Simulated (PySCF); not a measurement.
methyl pivalate (C6H12O2), SMILES CC(C(OC)=O)(C)C.

The structure is a stationary point at PBE0-D3(BJ)/def2-SVP.

Two levels are set side by side: PBE/def2-SVP (PySCF) and r2SCAN/def2-SVP (PySCF). Same geometry, gas phase. Differences are taken from unrounded values.

| quantity | PBE |
|---|---|
| orbital gap (eV) | 5.41 |
| highest occupied level (eV) | -5.95 |
| lowest empty level (eV) | -0.53 |
| dipole moment (D) | 1.68 |
| mean polarisability (bohr³) | 72.4 |

**Question.** These are the PBE values. What does r2SCAN give? (An estimate is asked for; the answer gives what the named calculation found.)

**Answer.** 
| quantity | r2SCAN | PBE minus r2SCAN |
|---|---|---|
| orbital gap (eV) | 6.01 | -0.59 |
| highest occupied level (eV) | -6.34 | 0.40 |
| lowest empty level (eV) | -0.34 | -0.20 |
| dipole moment (D) | 1.77 | -0.08 |
| mean polarisability (bohr³) | 71.0 | 1.4 |

Rough cost on one machine, each run with all the roots and properties that it gave: r2SCAN against PBE about 4 times.
